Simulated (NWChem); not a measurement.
System: ZrN2H4O; SMILES [NH2][Zr]([NH2])=[O]

```xyz
8

Zr     0.0419     0.0081    -0.0746
O      1.7895     0.0348    -0.1886
N     -0.7795    -1.8028    -0.6252
H     -0.2379    -2.6250    -0.8888
H     -1.7556    -2.0200    -0.8229
N     -0.8331     1.8054    -0.5860
H     -1.8153     1.9969    -0.7797
H     -0.3166     2.6488    -0.8328
```
Atoms are numbered in this order, from 1.

Level: PBE0/def2-SVP with def2 effective core potentials on Zr (NWChem), optimised geometry, unscaled harmonic frequencies. def2 effective core potentials on Zr; no spin-orbit coupling.

```tsv
frequency (cm⁻¹)	IR intensity (km/mol)
75	25.5
145	2.6
202	3.1
393	0.2
439	12.5
454	1.8
491	19.0
578	36.3
597	339.0
622	83.5
645	196.2
960	234.2
1520	40.8
1523	16.8
3553	55.2
3554	11.5
3638	8.8
3639	23.1
```

The zero-point energy comes out as 32.9 kcal/mol and the thermal correction to the enthalpy at 298.15 K (with zero-point energy) is 37.6 kcal/mol. The heat capacity Cv is 21.8 cal/(mol K) and the entropy at 298.15 K and 1 atm (symmetry number 1) is 80.6 cal/(mol K).

Rigid rotor and harmonic oscillator; modes under 100 cm⁻¹ make the entropy uncertain.
